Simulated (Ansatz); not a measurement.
One change: `O[CH2][GaH2]` becomes `CO[CH2][GaH2]`.

Ansatz, PBE0-D4/def2-TZVP geometries, multiplicity 1. Each molecule was computed in one conformer, which needn't be the lowest.

Scalar relativity is left out up to krypton.

```json
{"property": "size of the dipole moment (ωB97M-V/def2-TZVPP) / D", "`O[CH2][GaH2]`": "1.94"}
{"property": "LUMO energy (PBE0/def2-TZVPP) / eV", "`O[CH2][GaH2]`": "-1.46"}
{"property": "LUMO energy (ωB97M-V/def2-TZVPP) / eV", "`O[CH2][GaH2]`": "0.24"}
{"property": "HOMO–LUMO gap (ωB97M-V/def2-TZVPP) / eV", "`O[CH2][GaH2]`": "10.07"}
{"property": "HOMO energy (ωB97M-V/def2-TZVPP) / eV", "`O[CH2][GaH2]`": "-9.83"}
{"property": "HOMO–LUMO gap (PBE/def2-TZVPP) / eV", "`O[CH2][GaH2]`": "4.04"}
```

(1) Give the same properties after the change, and the shifts. (Best estimate.)

Results:

(1) Computed: 
```json
{"property": "size of the dipole moment (ωB97M-V/def2-TZVPP) / D", "`CO[CH2][GaH2]`": "1.59", "shift": "-0.35"}
{"property": "LUMO energy (PBE0/def2-TZVPP) / eV", "`CO[CH2][GaH2]`": "-1.44", "shift": "0.02"}
{"property": "LUMO energy (ωB97M-V/def2-TZVPP) / eV", "`CO[CH2][GaH2]`": "0.26", "shift": "0.02"}
{"property": "HOMO–LUMO gap (ωB97M-V/def2-TZVPP) / eV", "`CO[CH2][GaH2]`": "10.11", "shift": "0.04"}
{"property": "HOMO energy (ωB97M-V/def2-TZVPP) / eV", "`CO[CH2][GaH2]`": "-9.85", "shift": "-0.02"}
{"property": "HOMO–LUMO gap (PBE/def2-TZVPP) / eV", "`CO[CH2][GaH2]`": "3.69", "shift": "-0.35"}
```

Dipoles are sizes alone; their direction can turn.
